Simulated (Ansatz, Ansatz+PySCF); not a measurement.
```xyz
5

O     0.0000    0.0000   -0.1197
H     0.0000    0.7542    0.4787
H     0.0000   -0.7542    0.4787
O    10.0000    0.0000   -0.1085
H    10.0000    0.0000    0.8679
```

Basis set: cc-pVDZ (spherical functions). Correlated methods keep 2 orbitals frozen. Correlation on ROHF uses semicanonical orbitals with singles. Charge 0, multiplicity 2.

Computed with Ansatz (development build ahead of 0.2.0); each method stands on the lowest determinant of its kind that the runs found. Restricted functionals stand beside restricted open-shell atoms, which can lie above the unrestricted atoms usual in DFT and then raise those values.

The atomization energy at this shape (free ground-state atoms in the same class of orbitals less the molecule, no zero-point energy) of doublet H3O2 in separate pieces:

| method | atomization energy |
| --- | --- |
| ωB97X (unrestricted) | 1337.7 kJ/mol |
| ωB97X (restricted open-shell) | 1347.1 kJ/mol |
| r²SCAN (unrestricted) | 1352.8 kJ/mol |
| r²SCAN (restricted open-shell) | 1362.7 kJ/mol |
| PBE0 (restricted open-shell) | 1332.0 kJ/mol |
| PBE (unrestricted) | 1365.6 kJ/mol |
| PBE (restricted open-shell) | 1371.3 kJ/mol |
| UHF-CCSD(T) | 1267.6 kJ/mol |
| ROHF-MP2 | 1274.5 kJ/mol |
| UHF | 887.1 kJ/mol |
| ROHF | 901.4 kJ/mol |

(1) What does PBE0 (unrestricted) give?

Results:

(1) 1325.1 kJ/mol. Caution for ωB97X (unrestricted), ωB97X (restricted open-shell), r²SCAN (unrestricted), r²SCAN (restricted open-shell), PBE0 (unrestricted), PBE0 (restricted open-shell), PBE (unrestricted), PBE (restricted open-shell): charge can spread falsely over distant fragments.
